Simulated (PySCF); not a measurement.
Isomers of C5H8O2. The calculation used TDDFT CAM-B3LYP/def2-SVPD, vertical, gas phase, core orbitals frozen in the response in PySCF. Geometries: GFN2-xTB; one conformer of each isolated species. Triplets are in the Tamm–Dancoff approximation.

A. `O=C1CCOCC1` (tetrahydro-4H-pyran-4-one)
B. `O=C1CCCCO1` (delta-valerolactone)
C. `C=C[C@H](C)C(=O)O` (2-methyl-3-butenoic acid)

Lowest singlet levels (six at most, fewer where fewer were computed) with oscillator strengths:

1. 5.79 eV (f 0.016); 7.12 eV (f 0.261); 7.41 eV (f 0.004); 7.77 eV (f 0.101); 7.91 eV (f 0.051); 7.99 eV (f 0.039); T1 4.42 eV
2. 5.62 eV (f 0.001); 7.54 eV (f 0.013); 7.76 eV (f 0.124); 8.08 eV (f 0.002); 8.31 eV (f 0.042); 8.40 eV (f 0.021); T1 5.12 eV
3. 4.37 eV (f 0.000); 6.52 eV (f 0.027); 7.27 eV (f 0.025); 7.81 eV (f 0.000); 7.86 eV (f 0.021); 7.95 eV (f 0.024); T1 3.81 eV

Question: Match each spectrum to its molecule.

Answer: 1 = C, 2 = B, 3 = A.
- A: S1 at 4.37 eV, HOMO→LUMO (87%), HOMO→LUMO+1 (8%); Löwdin shares by element: HOMO oxygen 57% or more, carbon 33% or more; LUMO carbon 42% or more, oxygen 27% or more (atoms not listed hold the other 31%); HOMO -8.76 and LUMO 0.39 eV; point group Cs, 2 of its 6 listed states under f = 0.0005.
- B: S1 at 5.62 eV, HOMO→LUMO+1 (51%), HOMO→LUMO (34%); Löwdin shares by element: HOMO oxygen 70%, carbon 20% or more; LUMO carbon 43% or more (atoms not listed hold the other 57%); HOMO -9.17 and LUMO 0.90 eV.
- C: S1 at 5.79 eV, HOMO→LUMO (36%), HOMO-1→LUMO (34%), HOMO-1→LUMO+3 (10%); Löwdin shares by element: HOMO carbon 65% or more, oxygen 15% or more (atoms not listed hold the other 20%); LUMO carbon 55% or more, oxygen 14% or more (atoms not listed hold the other 31%); HOMO -9.07 and LUMO 0.66 eV.
